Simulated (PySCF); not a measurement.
Zn(I)(OH) (HIOZn), SMILES [I][Zn][OH]. Geometry optimised at B3LYP-D3(BJ)/def2-TZVP. The def2 effective core potentials stand for the cores of I; spin–orbit coupling is left out. Other conformers were not sampled.

Q: Give the equilibrium geometry at B3LYP-D3(BJ)/def2-TZVP (PySCF confirms it by a frequency run) as Cartesian coordinates in Å, and its point group. (The exact figures need the calculation; the answer reports its results.)

A: One answer among several that fit: point group Cs.
```xyz
4

Zn     0.0069     1.2161     0.0000
I     -0.0001    -1.2062     0.0000
O     -0.1154     2.9968     0.0000
H      0.7232     3.4684     0.0000
```
Charge 0, spin multiplicity 1.
